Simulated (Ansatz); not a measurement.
CH₃ClFNOSi, SMILES `NC(=O)[SiH](F)Cl`, relaxed with RKS PBE0-D4/def2-TZVP in the Gaussian-basis code of Ansatz from a PBE-D4/def2-SVP geometry. The force threshold is 0.005 eV/Å; the program also tests the step.

The species carries charge 0 and has multiplicity 1.

Start:

```xyz
9

N    -1.294   -0.570   -0.704
C    -0.747    0.264    0.225
O    -1.376    1.062    0.919
Si    1.157    0.183    0.456
F     1.740   -1.092   -0.406
Cl    2.001    1.914   -0.288
H    -0.711   -1.224   -1.227
H    -2.306   -0.557   -0.866
H     1.536    0.020    1.890
```

**Question.** How much energy does the relaxation release, and in how many steps? (Best estimate.)

**Answer.** The calculation gave: 0.08 eV, in 11 steps.

**Question.** Which bonds change most? (Estimate.)

**Answer.** Computed: Si4–F5 from 1.646 to 1.598 Å; Si4–Cl6 from 2.064 to 2.031 Å; Si4–H9 from 1.492 to 1.472 Å; C2–Si4 from 1.920 to 1.903 Å.

**Question.** Give the relaxed structure. (Best estimate.)

**Answer.** Ansatz gave: 
```xyz
9

N    -1.295   -0.558   -0.714
C    -0.726    0.234    0.217
O    -1.345    0.999    0.935
Si    1.161    0.179    0.456
F     1.755   -1.073   -0.340
Cl    1.976    1.872   -0.316
H    -0.745   -1.187   -1.272
H    -2.295   -0.528   -0.846
H     1.513    0.062    1.880
```
